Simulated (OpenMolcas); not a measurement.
## Multiplet structure of Ge I

```yaml
Program: OpenMolcas 26.06
Method: CASSCF
Basis: ANO-RCC-VTZP [6s5p3d1f]
Scalar_Hamiltonian: DKH2, point nucleus
Active_space: 4 electrons in 4 orbitals (4s 4p)
State_averaging: 2S+1 = 3 even, 6 roots (3 in the spin-orbit step); 2S+1 = 1 even, 6 roots kept (CI in the orbitals of an earlier block); 2S+1 = 5 odd, 1 root; 2S+1 = 3 odd, 5 roots kept (CI in the orbitals of an earlier block)
Spin-orbit_coupling: RASSI with atomic mean-field integrals over the reference wave functions, term energies averaged over their components
```

Spin-free terms above the lowest, with the occupations of the reference:

```
Configuration  Term  E (cm⁻¹)      Occupations
      4s² 4p²    ³P       0.0  4s 1.97 4p 2.03
      4s² 4p²    ¹D      8827  4s 1.97 4p 2.03
      4s² 4p²    ¹S     16401  4s 1.90 4p 2.10
       4s 4p³   ⁵S°     29524  4s 1.00 4p 3.00
```

With spin-orbit coupling, above the lowest level:

```csv
Configuration,Term,J,E (cm⁻¹),Measured (cm⁻¹),g,Term weight %
4s² 4p²,³P,0,0.0,0.0,,99
4s² 4p²,³P,1,516,557,1.501,100
4s² 4p²,³P,2,1329,1410,1.499,99
4s² 4p²,¹D,2,9815,7125,1.003,99
4s² 4p²,¹S,0,17434,16367,,99
4s 4p³,⁵S°,2,30468,41927,2.002,100
```

Against the 5 measured excited levels shown (NIST Handbook of Basic Atomic Spectroscopic Data) the mean absolute deviation is 3100 cm-1; the largest miss in energy is 4s 4p³ ⁵S°₂: computed 30468, measured 41927 cm⁻¹ (-27.3 %), and the largest in proportion 4s² 4p² ¹D₂ (+37.7 %).

Spin-orbit coupling puts the lowest level 944 cm⁻¹ below the lowest spin-free term.

For ³P the intervals divided by the larger J are 516.3, 406.3 cm-1. Landé's interval rule makes them equal in pure LS coupling; they differ by 24 % of their mean. The multiplet is regular.

Some high roots are left out of the spin-orbit mixing, which shifts the levels that they would mix with. Without dynamic correlation excited terms often stand tens of per cent too high (terms of higher spin than the ground term too low), and those without a measured partner can miss by more than the paired ones. Terms from blocks run as CI alone lack orbitals of their own. Terms of s pⁿ other than that of highest spin mix with s² pⁿ⁻² d, which this space lacks; all of them can be thousands of cm-1 off, and some have no real level of that name. Computed and measured levels are paired by configuration, term and J; levels that our copy of the source lacks, or whose pairing is in doubt (as where it misses far off the trend of its configuration), stay unpaired and out of the deviations. Levels of configurations outside the active space are missing. The first state left out of the spin-orbit step lies near 70000 cm-1 above the lowest spin-free state of the reference (among the parities and spins computed), and the list stops at four fifths of that energy or lower.

The term weight is that of the spin-free term in the level, not the purity of its configuration. ° marks odd parity.
